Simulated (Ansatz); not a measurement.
Reaction (cleavage of the Al–B bond): `C[O][AlH][BH]S` + H₂Se → `C[O][AlH][SeH]` + `BS`

Calculated with Ansatz (gas phase, PBE0-D4/def2-TZVP geometries, no zero-point term in ΔE). CCSD(T)/CBS adds triple-zeta CCSD(T) − MP2 to the extrapolated MP2 energy (def2 sets, frozen cores). This one scheme is used for every species. DFT in def2-TZVPP. For Se outer-core shells are correlated without core-valence functions, which leaves a few kJ/mol of doubt a bond. Scalar relativity is left out up to krypton. One conformer a species, not always the lowest.

CCSD(T)/CBS gives -1.53 eV.

Question: Another level gave -1.49 eV. Which?
A. PBE-D4/def2-TZVPP
B. ωB97X-V/def2-TZVPP
C. SCS-MP2/def2-TZVPP
D. HF/def2-TZVPP

Answer: B. ωB97X-V -1.49, SCS-MP2/def2-TZVPP -1.58, PBE-D4 -1.40, HF/def2-TZVPP -1.67 eV.

Largest T1 diagnostic among the species: 0.015.

From PBE to PBE0 (25 % exact exchange), in def2-TZVPP and without D4, ΔE moves by −0.07 eV. In def2-TZVPP, CCSD(T) changes the Hartree–Fock value by +0.17 eV (the triples alone add +0.02 eV) and MP2 by +0.06 eV.
